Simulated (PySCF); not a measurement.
# Electron correlation in Zn+ (zinc, charge +1)

[Ar] 3d10 4s1, 2S determinant. Calculation: PySCF 2.14, in def2-TZVPPD (6s6p4d2f1g, 67 functions); the non-relativistic Hamiltonian (point nucleus). Frozen: [Ar]; 11 electrons correlated.

```csv
level,correlation energy (mhartree)
CCSD,-402.97
(T),-9.82
CCSD(T),-412.79
```

Diagnostics: T1 = 0.011, D1 = 0.0298, largest double amplitude 0.018.

Is a single reference adequate?

Yes: T1 lies below 0.03 and no double amplitude reaches 0.07.
